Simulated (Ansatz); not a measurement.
The pair A = ClFHIn (SMILES [F][InH][Cl]) (first 4 atoms), B = NH3 (SMILES N); geometry from B3LYP-D3(BJ)/def2-TZVP.
(charge 0, multiplicity 1):
```xyz
8

F      0.8802     1.4208     1.1647
In    -0.7270     0.2746     1.3966
Cl    -2.2034     1.2916     2.9507
H     -1.2190    -0.7851     0.1578
N      0.5312    -0.7449     3.0707
H      1.3867    -0.1962     3.0232
H      0.0783    -0.5617     3.9612
H      0.7656    -1.7300     3.0155
```

Frozen-core correlation. Filled d and f shells under p-block atoms count as core. MP2 and its Hartree–Fock in def2-QZVPPD are density fitted.

Programs: Ansatz (an electronic-structure program) with Gaussian orbitals. Values without a source in brackets are computed. In def2 rows elements past Kr take small-core potentials, without spin–orbit coupling.

The counterpoise-corrected interaction energy is E(AB) − E(A in the pair's basis) − E(B in the pair's basis). Total energies (hartree):

```json
[
 {"level": "HF/def2-TZVPPD", "AB": "-805.1296161", "A in the pair's basis": "-748.8618165", "B in the pair's basis": "-56.2216731"},
 {"level": "MP2/def2-TZVPPD", "AB": "-805.8885004", "A in the pair's basis": "-749.3831446", "B in the pair's basis": "-56.4588475"},
 {"level": "HF/def2-QZVPPD", "AB": "-805.1500503", "A in the pair's basis": "-748.8798699", "B in the pair's basis": "-56.2241783"},
 {"level": "MP2/def2-QZVPPD", "AB": "-805.9708710", "A in the pair's basis": "-749.4471687", "B in the pair's basis": "-56.4763403"},
 {"level": "MP2/def2-SVPD", "AB": "-805.3995986", "A in the pair's basis": "-748.9953084", "B in the pair's basis": "-56.3593808"},
 {"level": "CCSD(T)/def2-SVPD", "AB": "-805.4484645", "A in the pair's basis": "-749.0248467", "B in the pair's basis": "-56.3796793"}
]
```

Work out the counterpoise-corrected interaction energy at the basis-set limit: extrapolate the MP2 correlation part as X⁻³, take Hartree–Fock from the larger set, and add the CCSD(T) − MP2 difference of def2-SVPD.


1. Differences (1 hartree = 627.509 kcal/mol): HF/def2-TZVPPD -28.945; MP2/def2-TZVPPD -29.184; HF/def2-QZVPPD -28.867; MP2/def2-QZVPPD -29.720; MP2/def2-SVPD -28.181; CCSD(T)/def2-SVPD -27.572.
2. Correlation parts, MP2 less HF: -0.240 in def2-TZVPPD (X = 3), -0.853 in def2-QZVPPD (X = 4).
3. Limit (4³·(-0.853) − 3³·(-0.240))/(4³ − 3³) = -1.301; with HF/def2-QZVPPD it gives -30.168.
4. CCSD(T) less MP2 in def2-SVPD: 0.609.
Result: -29.56 kcal/mol, against -29.18 at MP2/def2-TZVPPD. It is an estimate of this method's limit, not of the exact value.
